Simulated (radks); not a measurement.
The numbers below are computed, except where a source is named.
Numerical settings for the barium ion Ba+, [Xe] 6s1. Level of theory: scalar-relativistic Kohn-Sham, PBE, spin-polarised, spherical densities, point nucleus; open shells are filled with parallel spins first (spin-orbit coupling, left out, can overturn this in heavy ions) (a radial shooting solver on a logarithmic mesh with Libxc functionals). The defaults (mesh step 0.008 in ln r, mesh end at 40 bohr or more with all orbitals vanishing there, Anderson mixing 0.5 over 9 steps, residual threshold near 1e-9 with the energy settled to 1e-9 hartree or 1e-11 of itself, here a cap of 53 iterations) give E = -8135.3735 hartree and 6s at -7.866 eV in 14 iterations. Run on one thread of a shared host, so times are rough (Arm Neoverse V1): 0.26 s of CPU time, 0.26 s wall, 14 iterations on 2648 mesh points. Changes against that run (0 stands for a change within the tolerance of the run):

| setting | iterations | converged | E (mhartree) | e(6s) (meV) | CPU (s) |
|---|---|---|---|---|---|
| mesh step in ln r 0.02 | 14 | yes | +0.000596 | 0 | 0.11 |
| mesh step in ln r 0.08 | 3 | no | diverged | - | 0.04 |
| mesh step in ln r 0.005 | 14 | yes | 0 | 0 | 0.4 |
| mesh end (bohr) 3 | 13 | level above zero | +3.17e+03 | +5.73e+04 | 0.2 |
| mesh end (bohr) 1 | 13 | level above zero | +3.62e+05 | +1.96e+06 | 0.21 |
| residual threshold 0.1 | 9 | yes | 0 | +0.125 | 0.19 |
| residual threshold 1e-16 | 53 | no | 0 | 0 | 0.49 |
| mixing 0.2 | 14 | yes | 0 | 0 | 0.27 |
| linear mixing, mixing 0.2 | 53 | no | +0.000545 | -0.0054 | 0.82 |
| linear mixing, mixing 0.05 | 53 | no | +3.61 | -226 | 0.93 |
| mixing history 2 | 17 | yes | 0 | 0 | 0.29 |
| iteration cap 2 | 2 | no | +122 | -3.31e+03 | 0.06 |

Settled on a wrong energy, with an occupied level pushed above zero by the early mesh end: mesh end (bohr) 3 (+3.17 hartree); mesh end (bohr) 1 (+362 hartree). Apart from these: no run marked as converged misses the energy by more than 1 mhartree. A mesh that ends early acts as a hard wall.
